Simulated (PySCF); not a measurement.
H₃Si, multiplicity 2. Atoms are numbered in the order given.

```xyz
4

Si     0.0000     0.0000    -0.0803
H     -1.2222     0.7056     0.3747
H      1.2222     0.7056     0.3747
H      0.0000    -1.4113     0.3747
```
Charge 0, spin multiplicity 2.

Geometry: B3LYP-D3(BJ)/def2-TZVPD.

All values below come from PBE/def2-TZVPD in PySCF.

Mulliken values depend strongly on the basis, most of all with diffuse functions as here. ESP charges are fitted to the potential on shells at 1.4 to 2.0 van der Waals radii. Atomic charges (e):

| atom | ESP fit | meta-Löwdin | Mulliken spin |
|---|---|---|---|
| Si1 | -0.02 | 0.16 | 0.95 |
| H2 | 0.01 | -0.05 | 0.02 |
| H3 | 0.01 | -0.05 | 0.02 |
| H4 | 0.00 | -0.05 | 0.02 |
